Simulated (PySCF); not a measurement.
BF₂H₃SSi.
Structure used (PBE0-D3(BJ)/def2-SVP), in Å, numbered top down from 1:
```xyz
8
BF2H3SSi angstrom
F      1.5175   -1.9525   -0.3576
B      1.1101   -0.7541    0.0035
F      2.0438    0.0951    0.3916
Si    -0.8366   -0.1785   -0.0120
S     -0.8787    1.8979   -0.5780
H     -1.4462   -0.4341    1.3317
H     -1.6302   -0.9133   -1.0375
H      0.1762    2.2203    0.2036
```

The closed-shell ground state was solved at several levels (PySCF, density fitting, gas phase, non-relativistic).

```csv
level,basis functions,total energy (Eh),HOMO (eV),LUMO (eV),gap (eV),dipole (D)
KT3/pcSseg-2,236,-922.2281,-6.48,-2.23,4.25,0.72
PBE0/pcSseg-1,114,-913.6290,-7.60,-1.30,6.30,0.98
```

**Question.** Estimate the row for CAM-B3LYP/def2-SVPD, a basis of 141 functions; the other rows only guide the guess.

**Answer.** Total energy -913.7446 Eh, HOMO -8.91 eV, LUMO -0.28 eV, gap 8.63 eV, dipole 0.82 D.

**Question.** Over all these levels, which gives the widest orbital gap and which the narrowest?

**Answer.** CAM-B3LYP/def2-SVPD (range-separated hybrid) has the widest, 8.63 eV, and KT3/pcSseg-2 (GGA) the narrowest, 4.25 eV. Functional and basis both differ between the two, so the spread mixes both effects.

**Question.** How far do the dipole and the HOMO energy spread over the levels?

**Answer.** The dipole runs from 0.72 to 0.98 D (mean 0.84 D) and the HOMO from -8.91 to -6.48 eV.

One conformer stands for the species.
